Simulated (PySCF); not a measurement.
C3H5BO2, SMILES C=C1OCB1O.

The structure is a stationary point at PBE0-D3(BJ)/def2-SVP. The structure was generated by enumeration, and PubChem lists no compound with its InChIKey, so it may never have been made. One conformer was computed; it need not be the lowest.

Computed with PBE/def2-TZVP (PySCF).

```
Item                                                                                                            Value
---------------------------------------------------------------------------------------------  ----------------------
total energy                                                                                       -292.38524 hartree
point group                                                                                                        Cs
highest occupied level                                                                                       -5.36 eV
lowest empty level                                                                                           -2.00 eV
orbital gap                                                                                                   3.37 eV
dipole moment                                                                                                  2.83 D
quadrupole, principal values (traceless, Buckingham form, about the centre of nuclear charge)  -6.15, -3.47, 9.62 D·Å
mean static polarisability                                                                       58.9 bohr³ (8.73 Å³)
polarisability, principal values                                                               39.9, 55.6, 81.3 bohr³
```
